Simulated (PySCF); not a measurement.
# Hartree-Fock beside MP2: H3O3Si anion

Calculated results; nothing here was measured. The program is PySCF 2.14.0, an open-source quantum chemistry code, run on an isolated molecule that a program drew, which may never have been made. The molecule is H3O3Si anion (charge -1, singlet), drawn as the SMILES string `O[Si-](O)O`.

The geometry was optimised and harmonic frequencies were computed with HF and MP2, all in the aug-cc-pV(D+d)Z basis, for the commonest isotopes, with a restricted reference for singlets and an unrestricted one otherwise, and a frozen core in MP2. Each result is a local minimum of its method.

Geometry at the HF minimum:
```xyz
7
H3O3Si anion, angstrom
O     0.7030    0.3785   -1.8483
Si    0.7886    1.7939   -0.8657
O     1.9096    1.2747    0.3833
O    -0.5977    1.5044    0.1394
H     0.4006   -0.3634   -1.3461
H     2.7709    1.6198    0.2299
H    -0.3141    1.2866    1.0128
```

Lengths of the bonds as drawn, in Å (atoms numbered as above):
| bond | HF | MP2 |
|---|---|---|
| O1-Si2 | 1.725 | 1.759 |
| Si2-O3 | 1.757 | 1.798 |
| Si2-O4 | 1.737 | 1.779 |
| O1-H5 | 0.946 | 0.972 |
| O3-H6 | 0.941 | 0.967 |
| O4-H7 | 0.944 | 0.970 |

Rotational constants, in GHz:
```
constant,HF,MP2
A,7.116,7.017
B,6.39,6.01
C,4.224,4.057
```

Harmonic frequencies in cm^-1, each column in rising order, so a row needn't be the same motion in every method:
```
rank    HF   MP2
   1   108   129
   2   222   215
   3   247   232
   4   321     ?
   5   390   343
   6   405   402
   7   661   599
   8   707   640
   9   724   664
  10   932   858
  11   960   911
  12  1002   931
  13  4125  3751
  14  4163  3801
  15  4213  3847
```

**Estimate the missing MP2 frequency from the HF column.**

A single factor s that minimises the squared misfit of MP2 against s times HF over the other rows is sum(HF x MP2) / sum(HF^2) = 0.9131, with an rms misfit of 17 cm^-1. For rank 4 it gives 0.9131 x 321 = 293 cm^-1. The calculation gives 294 cm^-1, 1 cm^-1 above the estimate. The drawn bonds are on average 2.5 % longer in MP2 than in HF.
